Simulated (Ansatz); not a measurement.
A run for Ansatz (an electronic-structure program): R-CCSD(T)/def2-TZVPP on BrH3SiSn (SMILES [SiH3][Sn][Br]), a point of a torsion scan. Elements past Kr take the def2 small-core potentials; no spin–orbit coupling. The run froze 28 orbitals, filled d shells among them.

Ansatz 0.2 input:
```yaml
crystal:
  periodic: [false, false, false]
  atoms:
    - {symbol: Si, position_ang: [-0.74476870, 0.02999446, -0.01906055]}
    - {symbol: Sn, position_ang: [1.50906661, 1.40944311, -0.10984896]}
    - {symbol: Br, position_ang: [3.02777362, -0.61987938, -0.08980534]}
    - {symbol: H, position_ang: [-1.07759639, -0.43366602, 1.34316506]}
    - {symbol: H, position_ang: [-1.94032293, 0.79081592, -0.43617246]}
    - {symbol: H, position_ang: [-0.77774544, -1.18401744, -0.85329282]}
basis:
  gaussian:
    orbitals: def2-TZVPP
magnetization: {spin_polarized: false}
correlation: {method: ccsd_t, electrons: outside_noble_gas}
scf: {lower_state_search: off}
```

Output:

```
WARN ansatz: RAYON_NUM_THREADS=1 ignored (pool sized by the plan → 1); use --threads N
Functional definition: HF
these checks for a lower state are left out or cut short: stability, starts, cluster_reference, orbital_swaps, neighbouring_geometries, increment
integrals: 0.61 GiB planned
1271 factors; integrals over basis functions are off by at most 1.1e-3 eV
mean field: 0.70 GiB planned
mean field evaluation 1: about -83714.3114 eV, gradient 1.6e1 eV
mean field evaluation 2: about -83714.4391 eV, gradient 1.7e1 eV
mean field evaluation 4: about -83715.9516 eV, gradient 2.8e0 eV
mean field evaluation 8: about -83716.0065 eV, gradient 2.1e-1 eV
mean field -83716.00706134 eV, -3076.5065147567 hartree, gradient 2.4e-6 eV, S^2 0.000000; 0 other end points of the search recorded, 0 dependent functions left out
28 core orbitals not correlated
reference -83716.00706134 eV, -3076.5065147567 hartree; 9, 9 occupied and 145, 145 virtual orbitals, 1271 factors
second order -9.95042922 eV of doubles, -0.00000000 eV of singles
coupled cluster: 1.52 GiB planned
cycle   1  -10.87167792 eV  change   -9.2e-1 eV  update   8.9e-2
cycle   2  -11.22398789 eV  change   -3.5e-1 eV  update   3.1e-2
cycle   3  -11.28318395 eV  change   -5.9e-2 eV  update   1.6e-2
cycle   4  -11.27603718 eV  change    7.1e-3 eV  update   5.1e-3
cycle   5  -11.27387950 eV  change    2.2e-3 eV  update   1.9e-3
cycle   6  -11.27396091 eV  change   -8.1e-5 eV  update   7.2e-4
cycle   7  -11.27397788 eV  change   -1.7e-5 eV  update   2.7e-4
cycle   8  -11.27404520 eV  change   -6.7e-5 eV  update   1.0e-4
cycle   9  -11.27404443 eV  change    7.6e-7 eV  update   3.9e-5
cycle  10  -11.27402503 eV  change    1.9e-5 eV  update   1.6e-5
perturbative correction -0.45156168 eV, -0.0165945855 hartree
Total energy: -83727.73264805 eV, -3076.9374221203 hartree
Checks for a lower state left out: stability, starts, cluster_reference, orbital_swaps, neighbouring_geometries, increment
```

The calculation finished and met its thresholds.

Cost: about 24 core-seconds (a rough figure).
